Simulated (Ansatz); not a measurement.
**Question.** Name a neutral molecule of C and H with LUMO energy (PBE0/def2-TZVPP) between -0.40 and -0.10 eV and HOMO energy (PBE/def2-TZVPP) between -6.15 and -5.85 eV (Ansatz, PBE0-D4/def2-TZVP geometry).

**Answer.** `CC(C)Cc1ccccc1` (-0.17 eV, -5.97 eV); `CCc1ccccc1` (-0.13 eV, -5.99 eV); `CCCCc1ccccc1` (-0.11 eV, -5.94 eV). Other molecules can fit too; these were computed, each in one conformer that needn't be the lowest.
